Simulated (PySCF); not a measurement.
C6H8Al (charge -1).
SMILES with atom numbers: `[AlH3-:1][c:2]1[cH:3][cH:4][cH:5][cH:6][cH:7]1` (hydrogens: H8, H9, H10 on Al1; H11 on C3; H12 on C4; H13 on C5; H14 on C6; H15 on C7)

Computed, not measured: PBE0-D3(BJ)/def2-SVP geometry optimisation, gas phase in PySCF.

Entries marked ? are missing. Bonds in one row agree within 0.01 Å.

```csv
coordinate,value
Al1–C2,?
"C2–C3, C2–C7",?
"C3–C4, C6–C7",?
"C4–C5, C5–C6",1.396 Å
"Al1–H8, Al1–H9, Al1–H10",1.645 Å
"C3–H11, C7–H15",1.097 Å
"C4–H12, C6–H14",1.096 Å
C5–H13,1.095 Å
Al1–C2–C3,122.4°
C3–C2–C7,?
C2–C3–C4,?
C3–C4–C5,?
C4–C5–C6,119.0°
```

Q: Estimate the withheld lengths and angles.

A: 
- Al1–C2 = 2.041 Å, drawn single (ends: aluminium bonded to C and 3 H; substituted aromatic carbon); 0.10 Å above the sum of covalent radii, 1.94 Å.
- C2–C3, C2–C7 = 1.408 Å, aromatic (substituted aromatic carbon to aromatic CH carbon); 0.05 Å below the sum of covalent radii, 1.46 Å.
- C3–C4, C6–C7 = 1.397 Å, aromatic (both ends aromatic CH carbon); 0.06 Å below the sum of covalent radii, 1.46 Å.
- C3–C2–C7 = 115.5°, at the substituted aromatic carbon, inside a 6-membered ring; the outer atoms are 2.381 Å apart.
- C2–C3–C4 = 122.8°, at the aromatic CH carbon, inside a 6-membered ring; the outer atoms are 2.463 Å apart.
- C3–C4–C5 = 120.0°, at the aromatic CH carbon, inside a 6-membered ring; the outer atoms are 2.419 Å apart.

Radii are Cordero's, carbon taken as 0.76, 0.73 or 0.69 Å for four, three, and two or fewer neighbours.

Not checked by PBE0-D3(BJ)/def2-SVP frequencies.
